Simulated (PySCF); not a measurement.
**Magnetic susceptibility: SMILES C/C(=N\C=C)CC, C₆H₁₁N**

Geometry (Å), atoms numbered from 1 in this order:
```xyz
18

C    -2.753   -0.184   -0.724
C    -2.257   -0.113    0.507
N    -0.965   -0.394    0.869
C     0.090    0.172    0.474
C     0.150    1.383   -0.414
C     1.402   -0.389    0.944
C     2.217   -0.961   -0.217
H    -2.122   -0.388   -1.572
H    -3.808   -0.095   -0.909
H    -2.904    0.038    1.363
H     0.407    1.081   -1.428
H     0.912    2.076   -0.062
H    -0.817    1.882   -0.443
H     1.978    0.400    1.435
H     1.200   -1.176    1.671
H     2.489   -0.183   -0.925
H     3.130   -1.417    0.159
H     1.642   -1.723   -0.739
```

Computed with GIAO wB97X-D/pcSseg-1 magnetisability, rotational g tensor and spin-rotation constants, non-relativistic, gas phase in PySCF 2.14.0. Geometry: GFN2-xTB.

What are the magnetisability and the molar susceptibility?

Isotropic -1099 × 10⁻³⁰ J/T², or -66.2 × 10⁻⁶ cm³/mol; principal values -1231, -1108, -959 × 10⁻³⁰ J/T², anisotropy 235 × 10⁻³⁰ J/T² (root of half the summed squared differences of the principal values). The susceptibility is in cgs units.

Split it along the inertial axes a, b, c into diamagnetic and paramagnetic parts about the centre of mass, with the quadrupole moment.


| axis | χ (10⁻⁶ cm³/mol) | diamagnetic (10⁻⁶ cm³/mol) | paramagnetic (10⁻⁶ cm³/mol) | summed x² of all electrons (Å²) | quadrupole Θ (D Å) |
| --- | --- | --- | --- | --- | --- |
| a | -58.9 | -348.7 | 289.8 | 185.8 | +3.47 |
| b | -66.3 | -933.9 | 867.6 | 47.9 | -3.42 |
| c | -73.4 | -991.6 | 918.3 | 34.3 | -0.05 |

Anisotropies 2χaa − χbb − χcc = +22.0 and 2χbb − χaa − χcc = -0.5 × 10⁻⁶ cm³/mol. Θ is traceless in Buckingham's convention.

And the rotational g tensor?


```csv
axis,rotational constant (GHz),g,nuclear part,electronic part
a,5.1853,-0.0520,0.6540,-0.7060
b,1.5041,-0.0069,0.6061,-0.6131
c,1.4089,-0.0032,0.6046,-0.6078
```
Asymmetric top; isotopes 12C, 1H, 14N; no vibrational averaging.
